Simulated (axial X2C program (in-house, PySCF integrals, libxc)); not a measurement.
## Low determinants of BrCl⁺ at the PBE0 level, 2c

Computed with an in-house relativistic program for diatomic molecules. Two-component (2c) means X2C with spin–orbit coupling and atomic mean-field two-electron Coulomb and Gaunt terms. Basis: Br dyall-cv3z [8s9p6d4f1g], Cl dyall-av3z [9s8p3d2f] (cores contracted in-house); Gaussian nuclei, density fitting, unrestricted open shells. Masses: Br 78.918 u, Cl 34.969 u.

Search at 2.050 Å (vertical energies from the lowest determinant):

| ΔE (eV) | state | electrons beyond evenly filled partner blocks | electrons in ±ω = 1/2, 3/2, 5/2, 7/2 |
| --- | --- | --- | --- |
| 0.00 | Ω = 3/2 | ω = 3/2 | 36 13 2 0 |
| 0.26 | Ω = 1/2 | ω = 1/2 | 35 14 2 0 |
| 3.32 | Ω = 1/2 | 2 × ω = -1/2, ω = 3/2 | 36 13 2 0 |
| 3.54 | Ω = 1/2 | ω = 1/2 | 37 12 2 0 |
| 3.77 | Ω = 5/2 | 2 × ω = 1/2, ω = 3/2 | 36 13 2 0 |
| 5.01 | Ω = 7/2 | ω = 1/2, 2 × ω = 3/2 | 37 12 2 0 |
| 5.58 | Ω = 5/2 | ω = -1/2, 2 × ω = 3/2 | 37 12 2 0 |

Lowest determinant, Ω = 3/2 (⟨Sz⟩ = 0.50, ⟨Lz⟩ = 1.00 at PBE0): Re = 2.048 Å, ωe = 524.7 cm⁻¹.

The determinant in row 2 of the search, Ω = 1/2 (⟨Sz⟩ = -0.50, ⟨Lz⟩ = 1.00 at PBE0), was followed along the bond at PBE0; measured from the minimum of the lowest determinant it gives:

Te = 0.260 eV (2098 cm⁻¹), Re = 2.047 Å, ωe = 524.3 cm⁻¹.

**Question.** Compare the bond of the determinant in row 2 with that of the lowest one.

**Answer.** At PBE0 its Re is 0.001 Å shorter and its force constant, which goes as ωe², is 1.00 times that of the lowest determinant. T0 ≈ Te + Δωe/2 = 2098 + (0) = 2098 cm⁻¹.

The search compares states at one distance, so a state with another bond length can lie lower; it is not exhaustive and yields mostly the lowest determinant of each block pattern, so other components and higher states of one pattern are missing. These are energies of single determinants, not of spin-adapted states; PBE0 term energies can be off by some tenths of an eV, and the functional has no current term.
